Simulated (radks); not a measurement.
Coulomb parameter of the 5d shell of the platinum ion Pt2+ in the model configuration [Xe] 4f14 5d6.5 6s1.5, as a second difference U = [E(n + 0.25) + E(n - 0.25) - 2 E(n)] / (0.25)^2 with all orbitals relaxed. "Bare": the charge of the atom changes with n. "Screened": the 6s shell takes up the change at fixed total charge, which measures U(5d,5d) + U(6s,6s) - 2 U(5d,6s). Calculated with a radial shooting solver on a logarithmic mesh with Libxc functionals: Dirac Kohn-Sham, PBE, spin-unpolarised, spherical densities, point nucleus; open shells are shared between the two j in proportion to 2j + 1. Estimate both.

Answer. U(bare) = 12.714 eV, U(screened by 6s) = 1.307 eV.
